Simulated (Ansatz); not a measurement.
Ansatz (a quantum-chemistry and plane-wave program) input (CCSD(T)/cc-pV(D+d)Z):
A basis named .json is the Basis Set Exchange file of that set.

Ansatz 0.2 input:
```yaml
crystal:
  periodic: [false, false, false]
  atoms:
    - {symbol: O, position_ang: [2.16651425, 1.77665101, -1.05227070]}
    - {symbol: Si, position_ang: [1.18303464, 0.92638645, -0.06490154]}
    - {symbol: O, position_ang: [0.08790982, 1.88842879, 0.72908047]}
    - {symbol: O, position_ang: [2.19415951, 0.21946451, 1.00789669]}
    - {symbol: N, position_ang: [0.17107807, -0.16576398, -0.90641036]}
    - {symbol: Si, position_ang: [-1.13172140, -0.96934937, -0.13034201]}
    - {symbol: O, position_ang: [-1.86097351, -2.06459337, -1.10074860]}
    - {symbol: O, position_ang: [-2.26208807, 0.10332925, 0.37064260]}
    - {symbol: O, position_ang: [-0.44426609, -1.76843477, 1.13771198]}
    - {symbol: H, position_ang: [1.75617230, 2.43666999, -1.61596638]}
    - {symbol: H, position_ang: [0.40840472, 2.31079544, 1.53104953]}
    - {symbol: H, position_ang: [1.85212280, -0.59974291, 1.38351798]}
    - {symbol: H, position_ang: [0.56018027, -0.61713495, -1.72164818]}
    - {symbol: H, position_ang: [-2.61668678, -1.75437311, -1.60617138]}
    - {symbol: H, position_ang: [-1.89011914, 0.96049676, 0.61850756]}
    - {symbol: H, position_ang: [-1.03605325, -2.21364540, 1.75049337]}
basis:
  gaussian:
    orbitals: cc-pV_D+d_Z.json
magnetization: {spin_polarized: false}
correlation: {method: ccsd_t, electrons: outside_noble_gas}
```

End of the output:

```
integrals: 0.68 GiB planned
1722 factors; integrals over basis functions are off by at most 1.2e-3 eV
1.00 GiB of device memory are held for the factors and their scratch space
mean field: 1.53 GiB planned
mean field evaluation 1: about -29542.8645 eV, gradient 7.0e1 eV
mean field evaluation 2: about -29542.8736 eV, gradient 7.0e1 eV
mean field evaluation 4: about -29551.6137 eV, gradient 3.9e0 eV
mean field evaluation 8: about -29551.6602 eV, gradient 6.6e-2 eV
mean field evaluation 16: about -29551.6431 eV, gradient 1.1e0 eV
mean field -29551.66018238 eV, -1086.0034808677 hartree, gradient 1.8e-6 eV, S^2 0.000000; 0 other end points of the search recorded, 0 dependent functions left out
17 core orbitals not correlated
reference -29551.66018238 eV, -1086.0034808677 hartree; 28, 28 occupied and 134, 134 virtual orbitals, 1722 factors
second order -40.01049758 eV of doubles, -0.00000000 eV of singles
coupled cluster: 3.21 GiB planned
cycle   1  -40.05458850 eV  change   -4.4e-2 eV  update   1.3e-1
cycle   2  -40.84739645 eV  change   -7.9e-1 eV  update   3.4e-2
cycle   3  -41.05954858 eV  change   -2.1e-1 eV  update   1.7e-2
cycle   4  -41.04461527 eV  change    1.5e-2 eV  update   3.1e-3
cycle   5  -41.04233881 eV  change    2.3e-3 eV  update   1.3e-3
cycle   6  -41.04306420 eV  change   -7.3e-4 eV  update   3.7e-4
cycle   7  -41.04288084 eV  change    1.8e-4 eV  update   1.2e-4
cycle   8  -41.04276569 eV  change    1.2e-4 eV  update   3.5e-5
cycle   9  -41.04275483 eV  change    1.1e-5 eV  update   1.1e-5
perturbative correction -0.91584236 eV, -0.0336565859 hartree
Total energy: -29593.61877957 eV, -1087.5454308738 hartree
```
